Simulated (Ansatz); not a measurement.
The first iterations of a band of AlClH5N + H3N (12 atoms, charge 0, multiplicity 1).

Level of theory: RKS PBE0/def2-mTZVP (Ansatz).

```yaml
movable_images: 7
climbing_image: yes
spring: 5.0 eV/Å²
optimiser: quadratic models (default)
start_path: through a guess of the saddle point
force_threshold: 0.03 eV/Å
iteration_limit: 60
end_points: relaxed
```

Initial state:

```xyz
12
Properties=species:S:1:pos:R:3
Al -1.442 -0.664 -0.934
Cl 0.147 -0.236 -2.369
H -2.154 -2.069 -1.177
H -2.289 0.628 -0.535
H 0.360 -0.151 0.785
N -0.298 -0.959 0.687
H 1.422 1.290 -0.547
N 1.424 1.353 0.470
H -0.833 -1.038 1.549
H 0.267 -1.801 0.605
H 2.395 1.404 0.763
H 1.001 2.246 0.704
```

Final state:

```xyz
12
Properties=species:S:1:pos:R:3
Al -1.476 -0.808 -0.999
Cl -0.301 0.530 -2.259
H -1.321 -2.337 -1.415
H -2.897 -0.202 -0.609
H 0.312 -0.033 0.737
N -0.473 -0.725 0.751
H 1.432 1.376 -0.540
N 1.654 1.225 0.443
H -1.086 -0.467 1.519
H -0.070 -1.629 0.986
H 2.628 0.941 0.486
H 1.597 2.130 0.900
```

| iteration | highest image above the first end (eV) | largest band force component (eV/Å) |
| --- | --- | --- |
| 1 | 2.121 | 3.928 |
| 2 | 0.968 | 2.826 |
| 3 | 1.115 | 6.964 |
| 4 | 0.502 | 1.607 |
| 5 | 0.354 | 1.309 |

Q: Does the band converge within its limit, and where does its top end?

A: The run converged. It ended after 16 iterations with the highest image 0.027 eV above the first end. The highest image is an end point: on this band no image between the ends rises above it.

Run time: 3.2 min on 2 threads of AMD EPYC 9R14 (Zen 4) (shared host), peak memory 0.24 GiB.
